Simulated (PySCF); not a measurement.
C4H5 (SMILES [CH]=C1CC1), doublet, geometry from GFN2-xTB. Base run: PySCF with BLYP/STO-3G.

PySCF was given this input:
```python
from pyscf import gto, scf, dft

mol = gto.M(
    atom='''
C    -0.004161    0.006410    0.418625
C    -0.002093   -0.803829   -0.823336
C     0.018426    0.691366   -0.931558
C    -0.016515    0.039816    1.679741
H    -0.913340   -1.326673   -1.078227
H     0.900249   -1.350230   -1.059838
H     0.937302    1.183945   -1.212994
H    -0.881453    1.207569   -1.231435
H    -0.016700    0.682813    2.521659
''',
    basis='sto-3g',
    charge=0,
    spin=1,
    verbose=4,
)

mf = dft.UKS(mol)
mf.xc = 'blyp'
mf.kernel()
```

Variants of this job, named by their change:

```
change                                       ΔE vs base (µEh)  SCF cycles  <S^2>        outcome
-------------------------------------------  ----------------  ----------  -----  -------------
base                                                      0.0          11  0.758      converged
conv_tol = 1e-12                                          0.0          14  0.758      converged
init_guess = atom                                         0.0          11  0.758      converged
init_guess = 1e                                           0.0          14  0.758      converged
init_guess = vsap                                         0.0          13  0.758      converged
level_shift = 0.1 (with mf.max_cycle = 100)               0.0          12  0.758      converged
conv_tol_grad = 1e-3                                      0.0          11  0.758      converged
solver = newton; init_guess = 1e                          0.0           -  0.758      converged
diis = off (with mf.max_cycle = 100)                        -         100      -  not converged
diis_space = 20                                           0.0          11  0.758      converged
damp = 0.5; diis_start_cycle = 5                          0.0          14  0.758      converged
conv_tol = 1e-6                                           0.1           8  0.758      converged
init_guess = huckel                                       0.0          11  0.758      converged
```

Open shells are given as the SCF converged; they aren't shown to be the lowest states, and a large step between rows can be another state.
